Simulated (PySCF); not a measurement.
# Checking a proposed structure

A compound C₃H₈N₂Si gives the data below (simulated from a calculation) and was assigned the structure `N[SiH](N)C1=CC1`.

$^{13}$C{$^{1}$H} NMR (computed): δ 166.5 (C), 127.9 (CH2), 53.3 (CH2).

$^{1}$H NMR (500 MHz, computed): δ 5.85 (m, 1H), 5.85 (m, 1H), 5.32 (s, 1H), 4.13 (m, 1H), 4.00 (m, 1H), 1.30 (br s, 2H), 1.21 (br s, 1H).

How the numbers were obtained: GFN2-xTB structure, σ from GIAO-PBE0/pcSseg-1, in PySCF (averaged over atoms made equivalent by symmetry, fast rotation or ring inversion, one computed conformer, no solvent, relativity neglected).

References, each an isolated molecule treated in the same way: TMS for $^{1}$H and $^{13}$C.

(1) Compare with the shifts computed for the proposed structure, pairing carbons in order of shift.

(2) Which isomer fits?

Results:

(1) Mapped SMILES: `[NH2:1][SiH:2]([NH2:3])[C:4]1=[CH:5][CH2:6]1`; H(Xn) means a hydrogen on atom n.

```tsv
atom	computed for proposal	given list	difference
C5	136.7	166.5	-29.8
C4	127.3	127.9	-0.6
C6	6.4	53.3	-46.9
```

The rms difference is 32.1 ppm and the largest -46.9 ppm at C6 (three-membered-ring carbon). The carbon types in order of shift don't match either: CH, C, CH2 for the proposal against C, CH2, CH2 in the data. The proposal doesn't fit.

(2) `C=C1CN[Si@H]1N`.

- Carbon types of the structure: 1 × C, 2 × CH2, leaving 4 H on heteroatoms.
- δC 166.5: fully substituted alkene carbon.
- δC 127.9: terminal =CH2 carbon; an sp2 carbon of a C=C bond.
- δC 53.3: allylic sp3 CH2 bonded to N; pulled downfield by the heteroatom.
- δH 1.21: hydrogen on a nitrogen bonded to C, Si, in a 4-membered ring; exchangeable, gas-phase position.

The data come from this structure; uniqueness wasn't tested.

OH and NH positions are those of a molecule without intermolecular hydrogen bonds; in solution they move with solvent, concentration and temperature, and exchange usually removes their couplings. Shifts are as computed. Against solution values, carbons near 30 ppm lie about +3 ppm off and those near 130 ppm about +5 ppm. Of 1309 compounds with measured shifts, 239 miss one by over three times the rms of a fit or turn the order of signals round; such compounds aren't used in these exercises. Multiplicities follow the n + 1 count of equivalent neighbours, as no J values were calculated; m marks all less simple cases, F and P coupling included.
